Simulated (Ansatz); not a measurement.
`C[Si](C)(Cl)CCC(F)(F)C(F)(F)C(F)(F)C(F)(F)C(F)(F)C(F)(F)F` with charge +1. Total charge 1; doublet. Geometry r2SCAN-D4/def2-SVP, that of the neutral singlet; atoms count from 1.

```csv
atom,x (Å),y (Å),z (Å)
C1,-1.536,0.691,-4.172
Si2,-1.276,2.207,-3.111
C3,-2.897,2.996,-2.616
Cl4,-0.191,3.604,-4.230
C5,-0.216,1.811,-1.605
C6,-0.852,0.803,-0.645
C7,0.057,0.508,0.531
F8,0.295,1.636,1.247
F9,1.256,0.043,0.090
C10,-0.535,-0.553,1.487
F11,-1.796,-0.169,1.796
F12,-0.601,-1.732,0.826
C13,0.154,-0.811,2.855
F14,-0.604,-1.722,3.496
F15,0.133,0.333,3.562
C16,1.627,-1.314,2.895
F17,1.900,-1.511,4.205
F18,2.427,-0.341,2.432
C19,1.949,-2.633,2.146
F20,2.050,-2.382,0.831
F21,0.968,-3.531,2.354
C22,3.282,-3.285,2.602
F23,4.255,-2.375,2.637
F24,3.610,-4.235,1.728
F25,3.151,-3.837,3.804
H26,-2.117,-0.077,-3.634
H27,-0.573,0.246,-4.470
H28,-2.088,0.946,-5.090
H29,-3.474,3.294,-3.506
H30,-3.518,2.296,-2.032
H31,-2.730,3.897,-2.005
H32,-0.002,2.753,-1.070
H33,0.757,1.430,-1.960
H34,-1.060,-0.159,-1.142
H35,-1.805,1.175,-0.237
```

Single mean-field runs in def2-TZVP are fitted with def2-universal-jkfit.

Problem. Estimate the Mulliken populations of the heavy atoms from the PBE0/def2-TZVP orbitals of Ansatz.

Solution. 
```
atom  charge (e)  spin (α − β)
  C1       -0.44          0.07
 Si2        0.38          0.05
  C3       -0.44          0.07
 Cl4        0.01          0.29
  C5       -0.25          0.29
  C6       -0.34          0.03
  C7        0.32          0.05
  F8       -0.14          0.01
  F9       -0.14          0.01
 C10        0.27          0.02
 F11       -0.13          0.01
 F12       -0.13          0.01
 C13        0.37          0.02
 F14       -0.11          0.01
 F15       -0.12          0.01
 C16        0.20          0.00
 F17       -0.12          0.00
 F18       -0.13          0.00
 C19        0.27          0.00
 F20       -0.14          0.00
 F21       -0.13          0.00
 C22        0.41          0.00
 F23       -0.13          0.00
 F24       -0.12          0.00
 F25       -0.12          0.00
```
Mulliken values depend strongly on the basis.

Problem. Where does the spin sit?

Solution. Summed by element: C 0.55, Si 0.05, Cl 0.29, F 0.07, H 0.04, of 1 unpaired in all. Largest on single atoms: Cl4 0.29, C5 0.29, C1 0.07.

Problem. And the Mayer bond orders between heavy atoms (over 0.3)?

Solution. C1–Si2 1.02 (1.87 Å); Si2–C3 1.02 (1.87 Å); Si2–Cl4 1.17 (2.09 Å); Si2–C5 0.76 (1.88 Å); C5–C6 1.01 (1.53 Å); C6–C7 0.95 (1.52 Å); C7–F8 1.10 (1.36 Å); C7–F9 1.08 (1.36 Å); C7–C10 0.94 (1.55 Å); C10–F11 1.07 (1.35 Å); C10–F12 1.09 (1.35 Å); C10–C13 0.93 (1.55 Å); C13–F14 1.14 (1.35 Å); C13–F15 1.14 (1.35 Å); C13–C16 0.94 (1.56 Å); C16–F17 1.12 (1.35 Å); C16–F18 1.11 (1.34 Å); C16–C19 0.96 (1.55 Å); C19–F20 1.09 (1.34 Å); C19–F21 1.13 (1.35 Å); C19–C22 0.96 (1.55 Å); C22–F23 1.16 (1.33 Å); C22–F24 1.17 (1.33 Å); C22–F25 1.19 (1.33 Å).
